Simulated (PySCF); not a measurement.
## Bi²⁺ (bismuth, charge +2) across methods

[Xe] 4f14 5d10 6s2 6p1, 2P determinant. Computed with PySCF 2.14 in x2c-TZVPPall with one added diffuse shell each of s, p, d, f type (12s8p7d4f, 99 functions), with scalar relativity by spin-free X2C-1e. The B2PLYP total includes its PT2 part (frozen core); its orbital energies are those of the SCF part.

```json
{"method": "r2SCAN", "E (hartree)": "-21534.42", "mean ε 6s α (eV)": "-31.332", "mean ε 6s β (eV)": "-30.430", "mean ε 6p α (eV)": "-19.976", "Σ⟨r²⟩ (bohr²)": "49.61", "⟨S²⟩": "0.753"}
{"method": "UHF", "E (hartree)": "-21528.31715", "mean ε 6s α (eV)": "-35.251", "mean ε 6s β (eV)": "-33.093", "mean ε 6p α (eV)": "-23.372", "Σ⟨r²⟩ (bohr²)": "50.08", "⟨S²⟩": "0.756"}
{"method": "LDA", "E (hartree)": "-21521.60", "mean ε 6s α (eV)": "-31.323", "mean ε 6s β (eV)": "-30.745", "mean ε 6p α (eV)": "-19.777", "Σ⟨r²⟩ (bohr²)": "49.65", "⟨S²⟩": "0.750"}
{"method": "B2PLYP", "E (hartree)": "-21532.90", "mean ε 6s α (eV)": "-33.417", "mean ε 6s β (eV)": "-32.085", "mean ε 6p α (eV)": "-21.664", "Σ⟨r²⟩ (bohr²)": "49.90", "⟨S²⟩": "0.752"}
{"method": "TPSS", "E (hartree)": "-21533.62", "mean ε 6s α (eV)": "-30.934", "mean ε 6s β (eV)": "-30.145", "mean ε 6p α (eV)": "-19.666", "Σ⟨r²⟩ (bohr²)": "49.72", "⟨S²⟩": "0.751"}
{"method": "PBE", "E (hartree)": "-21534.48", "mean ε 6s α (eV)": "-30.953", "mean ε 6s β (eV)": "-30.274", "mean ε 6p α (eV)": "-19.646", "Σ⟨r²⟩ (bohr²)": "49.74", "⟨S²⟩": "0.751"}
{"method": "PBE0", "E (hartree)": "-21534.19", "mean ε 6s α (eV)": "-32.288", "mean ε 6s β (eV)": "-31.266", "mean ε 6p α (eV)": "-20.758", "Σ⟨r²⟩ (bohr²)": "49.69", "⟨S²⟩": "0.752"}
{"method": "r2SCANh", "E (hartree)": "-21534.32", "mean ε 6s α (eV)": "-31.840", "mean ε 6s β (eV)": "-30.835", "mean ε 6p α (eV)": "-20.389", "Σ⟨r²⟩ (bohr²)": "49.61", "⟨S²⟩": "0.753"}
```

Spin-orbit coupling, absent here, splits the open shell strongly.
